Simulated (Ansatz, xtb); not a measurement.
Isomers of B2ClGaH4Si in order of energy

5 gas-phase structures of B2ClGaH4Si, found in a search over its isomers (lower ones may exist). Each was relaxed with GFN2-xTB; where two conformers were screened, the lower at r2SCAN-D4/def2-SVP is listed:

A. a singlet given by its coordinates
B. `[Cl][GaH][SiH]1BB1`, a singlet
C. `BB=[SiH][GaH][Cl]`, a singlet
D. `[SiH3][B]1[BH][Ga]1[Cl]`, a singlet
E. a singlet given by its coordinates

E (Å):

| atom | x (Å) | y (Å) | z (Å) |
| --- | --- | --- | --- |
| B | 0.3445 | -0.5377 | 0.3094 |
| B | -2.0067 | 1.5760 | -0.6584 |
| Cl | 1.4840 | 0.8420 | 0.0124 |
| Ga | 0.4030 | 1.6743 | -2.0213 |
| Si | -1.4401 | -0.1729 | -0.1898 |
| H | 0.8968 | -1.5324 | 0.5984 |
| H | -2.3641 | -1.3330 | -0.2527 |
| H | -1.3608 | 2.5120 | -0.2736 |
| H | -2.9712 | 1.8406 | -1.2823 |

Close contacts (Å): B1–Cl3 1.81, B1–Si5 1.89, B2–Si5 1.90, Cl3–Ga4 2.45, B1–H6 1.17, B2–H8 1.20, B2–H9 1.18, Si5–H7 1.48.

A (Å):

```xyz
9

B    -2.3818    1.0408    0.8614
B     0.2418   -0.7565   -0.7084
Cl    1.8960   -0.0960   -1.5129
Ga    1.5377    2.2500   -1.1086
Si   -0.7222    0.8833   -0.0437
H    -2.4281    1.1278    2.0334
H    -0.3386   -1.3054   -1.5848
H    -3.3729    1.2899    0.2784
H     0.5831   -1.4734    0.1720
```

Close contacts (Å): B1–Si5 1.90, B2–Cl3 1.95, B2–Si5 2.01, Cl3–Ga4 2.41, Ga4–Si5 2.85, B1–H6 1.18, B1–H8 1.18, B2–H7 1.19, B2–H9 1.19.

Make a reasoned guess at their ranking by r2SCAN-D4/def2-SVP single-point energy.

Calculated order at r2SCAN-D4/def2-SVP: E (0.0), D (24.8), B (54.8), A (71.9), C (117.3) kJ/mol.

Energies above the lowest of each column, in kJ/mol:

```csv
structure,GFN2-xTB,HF/STO-3G,r2SCAN-D4/def2-SVP
E,62.3,120.2,0.0
D,143.7,26.4,24.8
B,128.4,64.9,54.8
A,0.0,0.0,71.9
C,145.6,63.0,117.3
```

r2SCAN-D4/def2-SVP puts E lowest; GFN2-xTB picks A, HF/STO-3G picks A. Some further structures that were screened fall inside this span and aren't listed. Flexible structures stand in one conformer each, not always the lowest. No reliable frequencies are at hand for these structures.

Over these structures GFN2-xTB departs from r2SCAN-D4/def2-SVP by 51.2 kJ/mol on average once a common shift is removed. A GFN2-xTB relaxation took about 0.59 s and the r2SCAN-D4/def2-SVP energy about 2.5 s on a shared host (Ansatz 0.2.0, xtb 6.7.1).
